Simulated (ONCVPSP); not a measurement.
## aluminium: one change to an ONCV potential, before and after

ONCVPSP 4.0.1 input, shortened (lines: element, Z, core and valence counts, functional; n l f; lmax; l rc ep ncon nbas qcut; lloc lpopt rc5 dvloc0; l nproj debl; icmod fcfact rcfact), LDA (Perdew-Wang 92), scalar-relativistic:

```
  Al 13.00    1    4  -001012      upf
    1    0    2.00
    2    0    2.00
    2    1    6.00
    3    0    2.00
    3    1    0.75
    2
    0    1.25    0.00    4    7   10.40
    1    1.05    0.00    4    7   13.50
    2    1.05    0.36    4    7    8.50
    4    5    0.75   -1.00
    0    2    2.60
    1    2    2.00
    2    2    0.80
    3    4.75    1.70
```

All-electron outer shells of the reference configuration (LDA (PZ), scalar-relativistic, ld1.x):

| shell | level (eV) | outermost node (bohr) | outermost maximum (bohr) |
| --- | --- | --- | --- |
| 1s | -1506.16 | – | 0.08 |
| 2s | -109.33 | 0.17 | 0.50 |
| 2p | -71.55 | – | 0.43 |
| 3s | -9.45 | 0.80 | 2.06 |
| 3p | -4.23 | 0.82 | 2.58 |

Change: s: qcut 15.3.

Cutoffs: the cutoffs (Ha) at which the residual kinetic energy of the hardest occupied pseudo-wave falls to 1 and 0.1 mHa per electron; they do not see the model core or the augmentation charge, which bear on the density cutoff. Errors are all-electron minus pseudo energies relative to the spin-unpolarised reference configuration.

Q: How do hardness, ghosts and transferability respond?

A: The potential gets neither clearly harder nor softer (72 Ha and 81 Ha → 72 Ha and 81 Ha); of the 4 tests that both files solve, the error grows in 0 and shrinks in 1 by more than 15 % and 0.3 meV (median size 0.5 → 0.3 meV); neither file shows a bound ghost.

| quantity | base | changed |
| --- | --- | --- |
| cutoff, loose | 72 Ha | 72 Ha |
| cutoff, tight | 81 Ha | 81 Ha |
| loose cutoff by channel | s 28 Ha, p 72 Ha | s 26 Ha, p 72 Ha |
| bound ghosts | none | none |
| GHOST(+) flags under 300 eV | none | none |
| error for 2s2 2p6 3s2 3p1, meV [ΔE -0.87 eV] | 0.0 | 0.0 |
| error for 2s2 2p6 3s2 3p0, meV [ΔE 4.97 eV] | +0.2 | +0.2 |
| error for 2s2 2p6 3s1 3p0, meV [ΔE 24.34 eV] | -1.0 | -0.9 |
| error for 2s2 2p6 3s0 3p3, meV [ΔE 9.63 eV] | -0.8 | -0.4 |
| s: phases at 1.27 bohr within 0.05 rad from the reference energy up to (Ha; the scan ends near 5) | to the end of the scan | to the end of the scan |
| p: phases at 1.07 bohr within 0.05 rad from the reference energy up to (Ha; the scan ends near 5) | to the end of the scan | to the end of the scan |
| d: phases at 1.07 bohr within 0.05 rad from the reference energy up to (Ha; the scan ends near 5) | to the end of the scan | to the end of the scan |
| rms error of d²Exc/dni dnj with the model core, mHa | 1.57 | 1.63 |
